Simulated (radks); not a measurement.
The numbers below are computed, except where a source is named.
Hf7+, configuration [Kr] 4d10 4f12.75 5s2 5p4 5f0.25 (fractional occupations, a model configuration).

Code: a radial shooting solver on a logarithmic mesh with Libxc functionals. Model: Dirac Kohn-Sham, exchange-only LDA, spin-unpolarised, spherical densities, finite nucleus; open shells fill j = l - 1/2 first; Fermi nuclear charge, rms radius 5.347 fm.

Energy parts (hartree):
total: -15065.5163
kinetic: 16849.5312
electron-nucleus: -37277.4081
Hartree: 5651.9225
exchange: -289.5618

Orbitals (lengths in bohr, moments of r in powers of bohr; r(90%) holds 90 % of the orbital's charge):
orbital  occ.  eigenvalue (hartree)       <r^4>  r(90%)   <1/r>      <r^2>  small-component weight
1s1/2       2             -2397.151   6.642e-07  0.0345   83.71  0.0004959                7.32e-02
2s1/2       2             -413.0624   0.0001005   0.125   20.29   0.007593                1.65e-02
2p1/2       2             -394.9023  0.00006075   0.110   20.27   0.005436                1.66e-02
2p3/2       4             -351.1550  0.00008651   0.120   17.22   0.006642                1.51e-02
3s1/2       2             -97.17205    0.003746   0.306   7.442    0.04978                5.40e-03
3p1/2       2             -89.08210    0.003319   0.298   7.363    0.04576                5.35e-03
3p3/2       4             -79.71011    0.004315   0.318   6.576    0.05244                4.91e-03
3d3/2       4             -65.93232    0.002959   0.290   6.470    0.04083                4.80e-03
3d5/2       6             -63.88638    0.003206   0.296   6.282    0.04266                4.68e-03
4s1/2       2             -22.69766     0.08892   0.672   3.130     0.2473                1.77e-03
4p1/2       2             -19.37808     0.09772   0.690   3.022     0.2557                1.69e-03
4p3/2       4             -17.21429      0.1273   0.737   2.747     0.2919                1.52e-03
4d3/2       4             -11.73436      0.1658   0.789   2.533     0.3205                1.33e-03
4d5/2       6             -11.33568      0.1801   0.806   2.467     0.3342                1.29e-03
4f5/2       6              -4.52013      0.5006    1.03   2.016     0.4805                9.03e-04
4f7/2    6.75              -4.45044      0.5276    1.04   1.990     0.4932                8.85e-04
5s1/2       2              -6.02849       2.376    1.53   1.256      1.291                4.27e-04
5p1/2       2              -4.99687       3.280    1.66   1.151      1.505                3.68e-04
5p3/2       2              -4.62995       4.181    1.76   1.066      1.703                3.31e-04
5d3/2       0              -3.14559       9.297    2.16  0.8653      2.501                2.29e-04
5d5/2       0              -3.09528       9.897    2.20  0.8495      2.584                2.23e-04
5f5/2    0.25              -1.74066       50.62    3.32  0.5676      5.818                1.17e-04
5f7/2       0              -1.73432       51.58    3.34  0.5657      5.875                1.17e-04
6s1/2       0              -2.57514       38.29    3.05  0.6062      5.301                1.39e-04

The highest occupied level is 5f5/2 at -47.366 eV. The configuration is held as typed, so some empty levels lie below it. The density falls to 0.001 e/bohr^3 at r = 2.85 bohr.
